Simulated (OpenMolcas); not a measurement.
An OpenMolcas run meant for Ga⁺ (ANO-RCC-VQZP, X2C; inactive shells 1s 2s 2p 3s 3p 3d; intended active space 2 electrons in 4 orbitals (4s 4p)). One step of its input:

```
&RASSCF
FileOrb=start.orb
Symmetry=1
Spin=3
nElAct=2 0 0
Inactive=8 6
Ras2=1 3
CIRoot=3 3 1
SDav=3
CIMx=300
Iter=64 100
PrWF=0.3
OrbListing=Nothing
MaxOrb=0
Atom
CIOnly
>>> COPY $Project.JobIph JOB001
```

Lines from the output:

```
--- SEWARD ---
Basis set label: GA.ANO-RCC...7S6P4D2F1G.

      Electronic valence basis set:
      ------------------
      Associated Effective Charge  31.000000 au
      Associated Actual Charge     31.000000 au
      Nuclear Model: Point charge

      Shell  nPrim  nBasis  Cartesian Spherical Contaminant
         s      20       7        X
         p      17       6        X
         d      11       4                 X
         f       5       2                 X
         g       2       1                 X
RX2C
                  Relativistic X2C integrals
                  Atomic mean-field integrals
--- RASSCF ---

 Nr of active orbitals     NAC=   4
 Spin degeneracy         ISPIN=   3
 There can be no such wave function.
 ************************************************
--- Stop Module: rasscf at  /rc=_RC_INPUT_ERROR_ ---
.####################.
.# User input error #.
.####################.
```

Question: What is wrong with the input?

Answer: A keyword is misspelt. OpenMolcas reads the first four letters of a keyword, so the setting is refused or falls back to its default.
